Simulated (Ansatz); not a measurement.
Consider the cleavage of the B–Si bond: `B[SiH](C)CC` + `O=[C](O)[GeH3]` → `BO[C](=O)[GeH3]` + `CC[SiH2]C`.

Program: Ansatz. Geometries: PBE0-D4/def2-TZVP. ΔE: electronic, gas phase. CCSD(T)/CBS adds triple-zeta CCSD(T) − MP2 to the extrapolated MP2 energy (def2 sets, frozen cores). For Ge outer-core shells are correlated without core-valence functions, which leaves a few kJ/mol of doubt a bond. Scalar relativity is left out up to krypton. One conformer a species, not always the lowest.

```json
{"species": "`B[SiH](C)CC`", "CCSD(T)/CBS(def2) energy (Eh)": "-434.63343"}
{"species": "`O=[C](O)[GeH3]`", "CCSD(T)/CBS(def2) energy (Eh)": "-2266.90720"}
{"species": "`BO[C](=O)[GeH3]`", "CCSD(T)/CBS(def2) energy (Eh)": "-2292.31995"}
{"species": "`CC[SiH2]C`", "CCSD(T)/CBS(def2) energy (Eh)": "-409.27248"}
```

(1) Work out ΔE.

Largest T1 diagnostic among the species: 0.015.

Results:

(1) ΔE = (-2292.31995) + (-409.27248) − (-434.63343) − (-2266.90720) = -0.05180 Eh = -136.0 kJ/mol.

In def2-TZVPP, CCSD(T) changes the Hartree–Fock value by +10.4 kJ/mol (the triples alone add +0.1 kJ/mol) and MP2 by +5.7 kJ/mol.
